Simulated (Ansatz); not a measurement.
Born–Oppenheimer molecular dynamics of C2H6O2Sn (11 atoms, charge 0, multiplicity 1). It starts at the highest image of a converged band. Of that band: The profile has 3 maxima (images 1, 3, 5) with wells between them (images 2, 4): this band takes more than one step, which may be the mechanism or a detour left from its start path. Neighbouring images differ by up to 2.6 eV, so the band resolves the path poorly. A vibrational analysis at the climbing image gives one clearly imaginary mode, 1954i cm⁻¹: a first-order saddle point.

These are results of Ansatz 0.2.0, RKS PBE0-D4/def2-SVP, not measurements.

```
ensemble                      : NVE (velocity Verlet)
time step                     : 0.5 fs
steps asked                   : 200
starting velocities drawn for : 300 K
seed                          : 9861
```

Frames 2.5 fs apart, positions in Å, forces in eV/Å.

Velocities at 15.0 fs (Å/ps):

```
O -4.65 0.76 -0.92
C -6.40 -0.62 -14.39
O 3.09 0.24 4.69
C -0.89 10.90 -5.28
Sn 0.69 0.41 0.95
H 5.60 -12.60 -3.22
H 60.45 -87.94 44.18
H -29.36 -65.23 21.92
H -8.21 -13.96 1.29
H -1.19 4.25 -1.35
H 2.67 -11.84 0.43
```

```xyz
11
Properties=species:S:1:pos:R:3:forces:R:3 time_fs=15.0 energy_less_start_eV=-0.975 T=1138
O 0.610 0.702 1.784 0.27 -1.94 0.04
C 0.890 -0.281 0.911 1.03 -2.35 1.81
O 1.627 -1.259 1.499 0.43 -1.92 -0.71
C 0.496 -0.518 -0.333 0.32 0.92 -2.18
Sn -1.232 0.334 -1.055 -0.87 1.18 -0.13
H 0.600 1.478 1.258 -0.35 1.56 -0.66
H 1.575 -2.159 0.943 -0.06 3.45 1.72
H 1.229 -1.056 -0.976 -0.84 -0.24 0.46
H -1.600 1.779 -0.109 0.10 -0.45 -0.18
H -1.292 0.878 -2.665 0.20 -0.02 -0.27
H -2.518 -0.763 -0.893 -0.22 -0.19 0.10
11
Properties=species:S:1:pos:R:3:forces:R:3 time_fs=17.5 energy_less_start_eV=-0.872 T=1050
O 0.599 0.700 1.782 0.38 -1.08 -1.37
C 0.877 -0.288 0.882 1.70 -2.43 3.52
O 1.636 -1.263 1.509 0.55 -1.77 -0.32
C 0.495 -0.489 -0.352 0.55 -0.21 -2.57
Sn -1.231 0.335 -1.052 -1.38 0.86 -0.65
H 0.604 1.492 1.232 -0.28 0.31 0.25
H 1.716 -2.255 1.103 -0.91 4.25 0.86
H 1.129 -1.221 -0.908 -0.87 0.29 0.31
H -1.618 1.733 -0.110 0.05 -0.12 0.02
H -1.289 0.888 -2.675 0.18 -0.09 -0.07
H -2.516 -0.797 -0.890 0.02 0.00 0.03
11
Properties=species:S:1:pos:R:3:forces:R:3 time_fs=20.0 energy_less_start_eV=-0.893 T=1064
O 0.589 0.694 1.774 0.59 0.03 -2.39
C 0.873 -0.308 0.869 1.72 -1.97 3.43
O 1.646 -1.271 1.519 -0.89 6.12 2.01
C 0.497 -0.461 -0.384 1.10 -1.30 -1.20
Sn -1.230 0.337 -1.050 -1.82 0.46 -1.22
H 0.591 1.526 1.219 -0.23 -1.25 1.07
H 1.809 -2.134 1.303 -0.18 -3.17 -2.06
H 0.979 -1.370 -0.822 -0.61 0.73 -0.05
H -1.633 1.681 -0.109 -0.06 0.33 0.29
H -1.275 0.892 -2.689 0.14 -0.14 0.14
H -2.512 -0.831 -0.884 0.24 0.17 -0.03
11
Properties=species:S:1:pos:R:3:forces:R:3 time_fs=22.5 energy_less_start_eV=-0.865 T=1038
O 0.582 0.687 1.758 0.79 -1.84 -0.94
C 0.877 -0.337 0.872 0.99 -0.90 1.56
O 1.654 -1.259 1.535 -0.72 3.74 1.37
C 0.504 -0.440 -0.421 1.58 -2.16 1.07
Sn -1.230 0.339 -1.049 -2.02 0.36 -1.41
H 0.565 1.502 1.258 -0.19 0.32 -0.26
H 1.889 -2.156 1.403 -0.51 -1.11 -1.50
H 0.793 -1.476 -0.740 -0.14 0.98 -0.43
H -1.652 1.647 -0.092 -0.11 0.53 0.38
H -1.254 0.888 -2.695 0.08 -0.13 0.22
H -2.495 -0.856 -0.880 0.26 0.21 -0.07
11
Properties=species:S:1:pos:R:3:forces:R:3 time_fs=25.0 energy_less_start_eV=-0.523 T=751
O 0.578 0.673 1.739 0.97 -2.61 0.14
C 0.885 -0.371 0.884 -0.03 0.72 -0.64
O 1.658 -1.233 1.557 1.01 -2.43 0.88
C 0.519 -0.430 -0.453 1.52 -2.60 2.75
Sn -1.231 0.341 -1.048 -1.91 0.68 -1.02
H 0.527 1.494 1.284 -0.22 0.97 -0.98
H 1.939 -2.254 1.408 -1.82 4.05 -0.62
H 0.599 -1.525 -0.684 0.43 0.86 -0.70
H -1.677 1.643 -0.053 -0.05 0.30 0.15
H -1.227 0.876 -2.690 0.00 -0.05 0.12
H -2.464 -0.868 -0.881 0.11 0.11 -0.07
11
Properties=species:S:1:pos:R:3:forces:R:3 time_fs=27.5 energy_less_start_eV=-0.738 T=931
O 0.577 0.651 1.719 0.79 0.06 -0.59
C 0.894 -0.401 0.892 -0.60 2.14 -1.71
O 1.666 -1.214 1.582 0.34 -0.59 1.16
C 0.541 -0.432 -0.471 0.92 -2.53 3.31
Sn -1.234 0.344 -1.048 -1.51 1.15 -0.35
H 0.477 1.526 1.263 -0.03 -1.54 0.14
H 1.889 -2.143 1.373 -0.78 1.02 -0.83
H 0.431 -1.525 -0.668 0.95 0.37 -0.79
H -1.704 1.657 -0.007 0.07 -0.08 -0.22
H -1.200 0.862 -2.677 -0.04 0.07 -0.07
H -2.426 -0.874 -0.885 -0.11 -0.08 -0.05
11
Properties=species:S:1:pos:R:3:forces:R:3 time_fs=30.0 energy_less_start_eV=-0.656 T=866
O 0.579 0.628 1.698 0.66 0.21 -0.13
C 0.900 -0.421 0.893 -0.65 2.99 -1.40
O 1.675 -1.195 1.612 -0.79 3.62 2.26
C 0.568 -0.447 -0.474 -0.01 -2.05 2.82
Sn -1.236 0.347 -1.048 -0.97 1.37 0.17
H 0.424 1.481 1.242 -0.09 -1.07 -0.09
H 1.800 -2.008 1.274 0.69 -4.54 -2.29
H 0.319 -1.503 -0.699 1.33 -0.15 -0.66
H -1.727 1.666 0.027 0.16 -0.32 -0.45
H -1.176 0.852 -2.668 -0.07 0.15 -0.20
H -2.395 -0.885 -0.893 -0.25 -0.21 -0.02
11
Properties=species:S:1:pos:R:3:forces:R:3 time_fs=32.5 energy_less_start_eV=-0.680 T=884
O 0.584 0.605 1.676 0.69 -0.73 1.15
C 0.903 -0.426 0.887 -0.12 2.53 -0.21
O 1.681 -1.167 1.648 -0.10 -4.46 -2.61
C 0.595 -0.472 -0.463 -1.03 -1.43 1.45
Sn -1.240 0.351 -1.048 -0.46 1.10 0.30
H 0.362 1.384 1.210 -0.67 1.19 -1.11
H 1.740 -2.053 1.083 0.32 2.46 2.01
H 0.286 -1.488 -0.768 1.52 -0.34 -0.33
H -1.742 1.657 0.036 0.16 -0.32 -0.45
H -1.156 0.851 -2.670 -0.08 0.15 -0.16
H -2.378 -0.908 -0.901 -0.21 -0.14 -0.03
11
Properties=species:S:1:pos:R:3:forces:R:3 time_fs=35.0 energy_less_start_eV=-0.582 T=801
O 0.590 0.582 1.658 -0.69 2.62 0.22
C 0.905 -0.419 0.879 0.84 1.03 1.06
O 1.687 -1.155 1.675 -0.43 -4.83 -4.31
C 0.616 -0.504 -0.444 -1.86 -0.88 -0.18
Sn -1.243 0.355 -1.048 -0.02 0.32 0.00
H 0.267 1.333 1.127 -0.09 -0.42 0.33
H 1.704 -1.991 0.992 0.81 2.24 3.04
H 0.342 -1.493 -0.857 1.51 -0.22 0.06
H -1.747 1.631 0.018 0.08 -0.05 -0.20
H -1.140 0.858 -2.681 -0.10 0.10 0.02
H -2.373 -0.938 -0.912 -0.05 0.09 -0.05
11
Properties=species:S:1:pos:R:3:forces:R:3 time_fs=37.5 energy_less_start_eV=-0.686 T=886
O 0.595 0.568 1.641 -2.05 4.72 -0.07
C 0.912 -0.407 0.877 1.48 -0.46 1.41
O 1.691 -1.158 1.687 -0.76 0.86 -0.42
C 0.628 -0.541 -0.426 -2.18 -0.44 -1.23
Sn -1.247 0.360 -1.048 0.38 -0.67 -0.49
H 0.167 1.265 1.060 0.51 -0.94 1.29
H 1.716 -1.822 1.059 1.47 -3.83 -1.24
H 0.487 -1.510 -0.943 1.23 0.07 0.42
H -1.747 1.602 -0.010 -0.04 0.35 0.19
H -1.131 0.872 -2.691 -0.10 0.04 0.20
H -2.372 -0.963 -0.926 0.07 0.30 -0.07
11
Properties=species:S:1:pos:R:3:forces:R:3 time_fs=40.0 energy_less_start_eV=-1.025 T=1175
O 0.592 0.570 1.625 -1.55 3.56 1.50
C 0.926 -0.397 0.882 1.91 -2.39 0.56
O 1.693 -1.160 1.697 -0.41 0.14 -1.09
C 0.630 -0.580 -0.414 -1.89 -0.06 -1.30
Sn -1.250 0.364 -1.048 0.73 -1.35 -0.80
H 0.089 1.153 1.059 -0.44 0.90 0.16
H 1.815 -1.847 1.074 1.15 -2.21 -0.34
H 0.705 -1.521 -1.004 0.63 0.48 0.74
H -1.750 1.593 -0.028 -0.09 0.53 0.42
H -1.127 0.888 -2.689 -0.09 0.03 0.23
H -2.367 -0.970 -0.944 0.05 0.37 -0.07
11
Properties=species:S:1:pos:R:3:forces:R:3 time_fs=42.5 energy_less_start_eV=-1.010 T=1168
O 0.583 0.586 1.613 -1.04 2.32 1.67
C 0.949 -0.399 0.889 1.31 -2.66 -0.71
O 1.693 -1.162 1.703 1.68 -4.10 -3.45
C 0.623 -0.620 -0.408 -0.99 0.12 -0.73
Sn -1.254 0.367 -1.048 0.99 -1.44 -0.69
H -0.013 1.087 1.072 -0.62 1.10 -0.14
H 1.971 -2.001 1.063 -0.92 3.18 2.79
H 0.958 -1.505 -1.021 -0.26 0.85 0.88
H -1.757 1.613 -0.023 0.04 0.29 0.31
H -1.129 0.907 -2.674 -0.07 0.09 0.11
H -2.360 -0.956 -0.966 -0.13 0.27 -0.04
```

Of the whole run (100 fs, mean temperature of the second half 978 K): The conserved energy stayed within 0.69 meV per atom of its start (net change 0.0031 meV per atom), so the integration is sound. The kinetic energy rose, since the run started high on the potential surface and went downhill. A run of 0.1 ps of so small a system gives no equilibrium averages. The orbitals stay closed-shell, which can raise the energy where a bond breaks towards radicals; this wasn't checked here.

Run time: 8.1 min on 2 threads of AMD EPYC 9R14 (Zen 4), with other jobs on the host, peak memory 0.28 GiB.
